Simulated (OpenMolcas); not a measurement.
An atom or ion with 15 electrons was computed by MS-CASPT2, IPEA 0.25 Eh, imaginary shift 0.1 Eh with spin-orbit coupling (OpenMolcas, ANO-RCC-VTZP, DKH2). The lowest levels that the run gave, each within 12 % of the measured value where one is at hand:

```json
{"J": "3/2", "Parity": "odd", "E (cm⁻¹)": "0.0", "g": "2.002"}
{"J": "3/2", "Parity": "odd", "E (cm⁻¹)": "18980", "g": "0.802"}
{"J": "5/2", "Parity": "odd", "E (cm⁻¹)": "19040", "g": "1.200"}
{"J": "1/2", "Parity": "odd", "E (cm⁻¹)": "30440", "g": "0.666"}
{"J": "3/2", "Parity": "odd", "E (cm⁻¹)": "30490", "g": "1.332"}
{"J": "5/2", "Parity": "even", "E (cm⁻¹)": "102520", "g": "1.601"}
{"J": "3/2", "Parity": "even", "E (cm⁻¹)": "103130", "g": "1.735"}
{"J": "1/2", "Parity": "even", "E (cm⁻¹)": "103490", "g": "2.670"}
{"J": "3/2", "Parity": "even", "E (cm⁻¹)": "134200", "g": "0.800"}
{"J": "5/2", "Parity": "even", "E (cm⁻¹)": "134210", "g": "1.201"}
{"J": "1/2", "Parity": "even", "E (cm⁻¹)": "163180", "g": "2.000"}
{"J": "3/2", "Parity": "even", "E (cm⁻¹)": "176110", "g": "1.334"}
```

Task: Which ion is it, and what are the configurations and terms?

Result: Cl2+ (Z = 17, charge +2; active space 5 electrons in 4 orbitals (3s 3p)). J, parity and g give the terms where levels are pure, and mixed ones are named by the computed weights; the size of the splittings, set against known spectra of the 15-electron sequence, gives the charge. In order, with the measured energies in cm⁻¹ (Moore, Atomic Energy Levels, vol. I, NSRDS-NBS 35 (1971 reprint of NBS Circular 467, 1949)): 3s² 3p³ ⁴S°_3/2, 3s² 3p³ ²D°_3/2 (18053), 3s² 3p³ ²D°_5/2 (18120), 3s² 3p³ ²P°_1/2 (29812), 3s² 3p³ ²P°_3/2 (29907), 3s 3p⁴ ⁴P_5/2 (98520), 3s 3p⁴ ⁴P_3/2 (99130), 3s 3p⁴ ⁴P_1/2 (99475), 3s 3p⁴ ²D_3/2, 3s 3p⁴ ²D_5/2, 3s 3p⁴ ²S_1/2, 3s 3p⁴ ²P_3/2.

CASPT2 does not keep the components of a term degenerate, so their means are used; among the terms shown or strongly mixed into the levels shown the widest spread is 1900 cm-1 (3s 3p⁴ ²D). Over all roots computed the reference weight is 0.87 to 0.96; the roots of lowest weight are the least certain, and an intruder state may touch them. Terms from blocks run as CI alone lack orbitals of their own. Terms of s pⁿ other than that of highest spin mix with s² pⁿ⁻² d, which this space lacks; all of them can be thousands of cm-1 off, and some have no real level of that name. Measured partners are found by configuration, term and J. A level has none where our copy of the source lacks it or the pairing is in doubt (some pairs that miss far off the trend of their configuration count as doubtful), and it then counts in no deviation. Only configurations of the active space appear.

° marks odd parity.
